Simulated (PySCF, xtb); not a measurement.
C2H6N2Si2, SMILES N1C=N[SiH2][SiH2]C=1.

Harmonic wavenumbers (cm⁻¹) from GFN2-xTB (xtb) at its own minimum, in rising order: 116, 218, 240, 332, 364, 425, 440, 463, 519, 569, 589, 635, 652, 708, 750, 789, 807, 835, 882, 1099, 1277, 1332, 1549, 1658, 2217, 2234, 2237, 2243, 2954, 2955.

### Question
What does PBE-D3(BJ)/def2-SVP (PySCF) give at its own minimum? (Estimate from the structure and the level; the computed values follow.)

### Answer
101, 217, 228, 346, 347, 413, 434, 531, 577, 612, 656, 685, 713, 736, 769, 850, 873, 888, 949, 1012, 1297, 1348, 1585, 1640, 2146, 2150, 2175, 2180, 2984, 2993. Paired by order, the mean absolute difference is 41 cm⁻¹ and the zero-point energies are 45.9 and 46.4 kcal/mol.
